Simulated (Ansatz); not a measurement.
Ideal-gas functions of `C#[C][SnH][F]` radical at 400 K and 1 bar, from an Ansatz frequency run at PBE0-D4/def2-TZVP.

Molar mass 163.75 g/mol, point group C1 (symmetry number 1), electronic degeneracy 2, moments of inertia 54.281, 193.706, 243.682 u Å². Harmonic wavenumbers (cm⁻¹, unscaled): 103, 176, 251, 447, 516, 529, 606, 718, 731, 1825, 2122, 3458.

Use S(trans) = R[1.5 ln M + 2.5 ln T − 1.1517]; rotational temperatures θ = 24.2544 K / I; S(rot) = R[ln(√π/σ · √(T³/θAθBθC)) + 1.5]; for each mode x = 1.438777 ν̃/T, S = R[x/(eˣ − 1) − ln(1 − e⁻ˣ)] and H = RT x/(eˣ − 1); 1 cm⁻¹ = 0.0119627 kJ/mol; R = 8.31446 J/(mol·K).

By hand: the entropy, in J/(mol·K).

Translation 178.5. Rotation: θ = 0.4468, 0.1252, 0.0995 K, giving 113.5. Vibration, mode by mode: 16.62, 12.25, 9.44, 5.21, 4.27, 4.12, 3.31, 2.41, 2.32, 0.09, 0.03, 0.00, in all 60.1. Electronic 5.8. Sum 357.9 J/(mol·K).

By hand: H − E and G − E in kJ/mol, counted from the electronic energy.

Zero-point energy ½ × 11482 × 0.0119627 = 68.7; thermal vibration 13.1; translation, rotation and pV give 4 RT = 13.3. H − E = 95.1 kJ/mol, and G − E = 95.1 − 400 × 357.9/1000 = -48.1 kJ/mol.

Vibration gives 17 % of the entropy, 16.6 J/(mol·K) of it from the mode under 150 cm⁻¹: soft modes count most, and the harmonic formula is weakest for them. The sum counts one conformer and one mirror image; others add a mixing term.
